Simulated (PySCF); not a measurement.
Start geometry of `CC1=CCCP1N` from GFN2-xTB (Å):
```
atom  x, y, z in Å
C1     2.1811   -0.8511    0.1119
C2     0.8876   -0.1174    0.0010
C3     0.4362    0.5419   -1.0583
C4    -0.9007    1.2042   -0.9445
C5    -1.2853    1.2074    0.5383
P6    -0.3020   -0.1100    1.4196
N7    -1.2845   -1.4537    1.0236
H8     2.0056   -1.8920    0.3872
H9     2.7940   -0.4055    0.8950
H10    2.7315   -0.8223   -0.8271
H11    0.9758    0.6111   -1.9934
H12   -1.6346    0.6497   -1.5384
H13   -0.8660    2.2199   -1.3460
H14   -1.0196    2.1650    0.9917
H15   -2.3492    1.0400    0.7054
H16   -1.2951   -1.7038    0.0398
H17   -1.0818   -2.2712    1.5843
```

Question: What comes out of this run: PySCF 2.14.0, PBE/def2-SV(P) geometry optimisation, gas phase?

Answer: 
```
atom  x, y, z in Å
C1     2.1485   -1.1793   -0.0310
C2     0.8651   -0.4044   -0.1141
C3     0.4228    0.3048   -1.1806
C4    -0.9303    0.9648   -1.0802
C5    -1.3805    0.8891    0.3952
P6    -0.3509   -0.4092    1.2972
N7    -1.2326   -1.8767    0.9995
H8     1.9504   -2.2482    0.2188
H9     2.8065   -0.7887    0.7796
H10    2.7185   -1.1494   -0.9860
H11    1.0072    0.3846   -2.1189
H12   -1.6514    0.4487   -1.7612
H13   -0.8952    2.0191   -1.4416
H14   -1.1892    1.8566    0.9107
H15   -2.4575    0.6529    0.5286
H16   -1.2393   -2.2748    0.0512
H17   -1.1228   -2.6023    1.7148
```

The energy falls by 0.181 eV over 9 energy and gradient evaluations, the largest force component goes from 0.0207 to 3.8e-04 Eh/bohr, and the atoms move by 0.130 Å rms after alignment. Among the bonds, C2=C3 and P6–N7 change most and about equally (+0.027 to +0.028 Å). Bonds longer at the end by more than 0.005 Å: 17 of 17; shorter: 0. Among the angles that change most is C5–P6–N7, from 98.2° to 102.8°. Among the dihedrals that turn most is C5–P6–N7–H17, from -166° to -153°. Rotational constants go from 2697, 2365, 1564 to 2547, 2357, 1491 MHz. The orientation of the end geometry is arbitrary; only internal coordinates are fixed.

The run used 122 basis functions and 63 SCF cycles in all.

Not checked by PBE/def2-SV(P) frequencies. The numbers are those of one conformer.
